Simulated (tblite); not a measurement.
C2H9GeNSi2.
Atom-mapped SMILES: `[N:1]#[C:2][Si@@H:3]([SiH3:4])[CH2:5][GeH3:6]` (hydrogens: H7 on Si3; H8, H9, H10 on Si4; H11, H12 on C5; H13, H14, H15 on Ge6)

Structure used (GFN2-xTB), in Å, numbered top down from 1:
```
atom  x, y, z in Å
N1     2.9320   -2.3205    0.9621
C2     2.1093   -1.5229    0.9324
Si3    0.7954   -0.1897    0.8436
Si4    1.5173    1.5515   -0.5103
C5    -0.7380   -1.1032    0.1711
Ge6   -2.3464    0.0234    0.1965
H7     0.5672    0.1205    2.2677
H8     0.5107    2.6165   -0.5491
H9     1.7531    1.1169   -1.8899
H10    2.7623    2.1263   -0.0009
H11   -0.9289   -1.9990    0.7630
H12   -0.5574   -1.4361   -0.8520
H13   -2.6413    0.5142    1.5785
H14   -2.1845    1.2297   -0.6741
H15   -3.5552   -0.7197   -0.2820
```

Calculated harmonic vibrations of the isolated species, GFN2-xTB (tblite), most abundant isotopes, no scaling. Errors from tens to a few hundred cm⁻¹ against measured bands are possible. Modes of hydrogen on germanium and silicon can be 10 to 20 % off. One conformer, not necessarily the lowest. The optimisation stopped once no atom felt more than 0.01 eV/Å.

Lowest wavenumbers of the output (negative numbers stand for imaginary wavenumbers):
```
mode    cm-1
  1     -27.3
  2      38.2
  3      74.8
  4      76.7
  5     100.3
  6     140.7
  7     154.4
  8     293.8
  9     318.5
 10     411.5
 11     438.7
 12     446.3
 13     454.0
 14     485.3
 15     582.7
```

Question: Is this structure a minimum?

Answer: Not by this Hessian. 1 mode is imaginary beyond 20i (27i cm⁻¹), so at this level the point lies at or near a first-order saddle. The curvature is small, so loose convergence or finite differences may be the whole cause.

Question: Which atoms move in the imaginary mode?

Answer: 27i: H9 (Si–H hydrogen) 34 %, H8 (Si–H hydrogen) 27 %, H10 (Si–H hydrogen) 27 %. These are shares of the mass-weighted motion.

Question: What is the remedy?

Answer: Step along that mode in both directions, optimise again with tighter thresholds and repeat the frequencies. The zero-point energy of this point (55.8 kcal/mol) counts the 38 real modes alone, and thermal corrections from it aren't those of a minimum.

On one thread, Arm Neoverse N1 (aarch64), no GPU, shared host with 64 logical CPUs at a one-minute load of 45, this took 0.98 s wall. This covers the Hessian and the dipole derivatives.
